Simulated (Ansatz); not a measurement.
Total energies of (H2Al-mu-PH2)2 (Al₂P₂H₈) from Ansatz at PBE0-D4/def2-TZVPD, gas phase (1 Eh = 27.2114 eV = 2625.5 kJ/mol). The reference geometry is relaxed at PBE0-D4/def2-SVP.

| state | geometry | energy (Eh) |
| --- | --- | --- |
| charge 0 singlet | reference | -1171.95850 |
| charge -1 doublet | reference | -1171.95970 |
| free Al atom (doublet) | – | -242.24900 |
| free H atom (doublet) | – | -0.50104 |
| free P atom (quartet) | – | -341.13519 |

Q: Work out the vertical electron affinity, to the doublet.

A: E(charge 0 singlet) − E(charge -1 doublet) = -1171.95850 − (-1171.95970) = 0.00120 Eh = 0.03 eV; so near zero that its sign isn't settled.

Q: What is the binding energy per atom against free atoms?

A: Atoms: 2 × (-242.24900) + 8 × (-0.50104) + 2 × (-341.13519) = -1170.77670 Eh. Binding: -1170.77670 − (-1171.95850) = 1.18180 Eh = 32.16 eV, or 2.68 eV for each of 12 atoms (no zero-point energy, no counterpoise term).

At PBE0-D4/def2-TZVPD the highest occupied level of the charge -1 doublet lies above zero (up to 1.49 eV). Energy differences put its binding near zero (0.03 eV; vertical, to the charge 0 singlet, at PBE0-D4/def2-TZVPD), which leaves it undecided.
